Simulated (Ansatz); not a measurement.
cyclo-(GeH2)3 (Ge3H6), 9 atoms. Hardware: 4 threads of Arm Neoverse V1 on a shared host.

Correlated methods freeze 27 core orbitals; core or outer-core shells of Ge are correlated, in sets that lack core-valence functions.

(1) How many basis functions does each of these Ansatz runs have, and roughly what does it cost? r2SCAN-D4/def2-TZVPD, charge 0 singlet, energy, from earlier orbitals; PBE-D4/def2-TZVP, charge 1 doublet at the geometry of the charge 0 singlet, energy, from earlier orbitals; PBE0-D4/def2-TZVPD, charge -1 doublet at the geometry of the charge 0 singlet, energy, from earlier orbitals; PBE0-D4/def2-SVP, charge 0 singlet, energy, from earlier orbitals; CCSD(T)/def2-TZVP, charge 0 singlet, energy, from earlier orbitals; B97M-V/def2-TZVP, charge 0 singlet, energy, from earlier orbitals; PBE-D4/def2-TZVP, charge 0 triplet at the geometry of the charge 0 singlet, energy, from earlier orbitals; HF/def2-TZVP, charge 0 singlet, energy, from earlier orbitals; PBE-D4/def2-TZVPD, charge 0 singlet, energy, from earlier orbitals; RPA@PBE/def2-TZVP, charge 0 singlet, energy, from earlier orbitals; BLYP-D4/def2-TZVP, charge 0 singlet, energy, from earlier orbitals; LC-ωPBE/def2-TZVP, charge 0 singlet, energy, from earlier orbitals.

Results:

(1) Other jobs shared the machine, so times can vary by a factor of up to 3. A dash marks memory too small to be measured apart from the calling script's.

```json
{"run": "PBE0-D4/def2-SVP, charge 0 singlet, energy, from earlier orbitals", "functions": "126", "fitting or Cholesky vectors": "1250", "wall time": "2.2 s", "peak host memory (GiB)": "–"}
{"run": "BLYP-D4/def2-TZVP, charge 0 singlet, energy, from earlier orbitals", "functions": "180", "fitting or Cholesky vectors": "1338", "wall time": "2.3 s", "peak host memory (GiB)": "–"}
{"run": "HF/def2-TZVP, charge 0 singlet, energy, from earlier orbitals", "functions": "180", "fitting or Cholesky vectors": "1659", "wall time": "2.4 s", "peak host memory (GiB)": "0.67"}
{"run": "LC-ωPBE/def2-TZVP, charge 0 singlet, energy, from earlier orbitals", "functions": "180", "fitting or Cholesky vectors": "1338", "wall time": "2.8 s", "peak host memory (GiB)": "–"}
{"run": "PBE-D4/def2-TZVPD, charge 0 singlet, energy, from earlier orbitals", "functions": "216", "fitting or Cholesky vectors": "1425", "wall time": "3.3 s", "peak host memory (GiB)": "–"}
{"run": "RPA@PBE/def2-TZVP, charge 0 singlet, energy, from earlier orbitals", "functions": "180", "fitting or Cholesky vectors": "1277", "wall time": "4.1 s", "peak host memory (GiB)": "–"}
{"run": "r2SCAN-D4/def2-TZVPD, charge 0 singlet, energy, from earlier orbitals", "functions": "216", "fitting or Cholesky vectors": "1425", "wall time": "6.5 s", "peak host memory (GiB)": "–"}
{"run": "B97M-V/def2-TZVP, charge 0 singlet, energy, from earlier orbitals", "functions": "180", "fitting or Cholesky vectors": "1338", "wall time": "9 s", "peak host memory (GiB)": "–"}
{"run": "PBE-D4/def2-TZVP, charge 1 doublet at the geometry of the charge 0 singlet, energy, from earlier orbitals", "functions": "180", "fitting or Cholesky vectors": "1338", "wall time": "10 s", "peak host memory (GiB)": "–"}
{"run": "PBE-D4/def2-TZVP, charge 0 triplet at the geometry of the charge 0 singlet, energy, from earlier orbitals", "functions": "180", "fitting or Cholesky vectors": "1338", "wall time": "15 s", "peak host memory (GiB)": "–"}
{"run": "CCSD(T)/def2-TZVP, charge 0 singlet, energy, from earlier orbitals", "functions": "180", "fitting or Cholesky vectors": "1277", "wall time": "82 s", "peak host memory (GiB)": "1.8"}
{"run": "PBE0-D4/def2-TZVPD, charge -1 doublet at the geometry of the charge 0 singlet, energy, from earlier orbitals", "functions": "216", "fitting or Cholesky vectors": "1584", "wall time": "2.8 min", "peak host memory (GiB)": "1.1"}
```
